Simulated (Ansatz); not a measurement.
Computed with Ansatz on PBE0-D4/def2-TZVP structures; ΔE is electronic, products minus reactants. CCSD(T)/CBS is the MP2 limit (def2-TZVPP, def2-QZVPP) plus CCSD(T) − MP2 in def2-TZVPP, frozen cores. This one scheme is used for every species, atoms too. DFT in def2-TZVPP. B3LYP here is the variant with VWN-RPA as its local correlation; programs differ in this. Open shells (•) are unrestricted, without spin–orbit coupling. Spin–orbit coupling would lower the free atoms: a little for C, F, O, Si; clearly for Ge. Bonds to Ge are less sure, by a few kJ/mol each and by 10 to 20 or more in all where they break to atoms, as the def2 sets lack core-valence functions. Scalar relativity is left out up to krypton. One conformer a species, not always the lowest.

Consider the atomization: `O=[C]([SiH3])[GeH2][F]` → C• + F• + Ge• + 5 H• + O• + Si•.

```tsv
level	ΔE (kJ/mol)	difference from CCSD(T)/CBS
PBE-D4	3392.7	46.0
r2SCAN-D4	3350.1	3.4
B2PLYP	3297.2	-49.5
PBE	3371.0	24.3
r2SCAN	3344.9	-1.8
PBE0	3287.5	-59.2
B3LYP	3292.5	-54.2
HF/def2-TZVPP	2346.2	-1000.5
MP2/def2-TZVPP	3314.7	-32.0
SCS-MP2/def2-TZVPP	3302.1	-44.6
CCSD/def2-TZVPP	3201.2	-145.5
CCSD(T)/def2-TZVPP	3260.7	-86.0
HF/def2-QZVPP	2352.2	-994.5
SCS-MP2/def2-QZVPP	3361.4	14.7
HF/CBS(def2)	2353.1	-993.6
MP2/CBS(def2)	3400.6	53.9
CCSD(T)/CBS	3346.7	0
```

Largest T1 diagnostic among the species: 0.014.

The D4 term adds +35.1 kJ/mol with B3LYP and +18.5 kJ/mol with PBE0; it sums over pairs of atoms, weighted by their polarisabilities, and B3LYP, whose exchange is more repulsive, gets the larger term. In def2-TZVPP, CCSD(T) changes the Hartree–Fock value by +914.6 kJ/mol (the triples alone add +59.6 kJ/mol) and MP2 by +968.6 kJ/mol; breaking electron pairs costs correlation energy, which Hartree–Fock lacks.

For atomizations the MP2-based limit and the directly extrapolated one differ by several kJ/mol either way, and by 10 to 25 for some Ge, Se and Sn compounds, so smaller differences from it don't rank the levels.
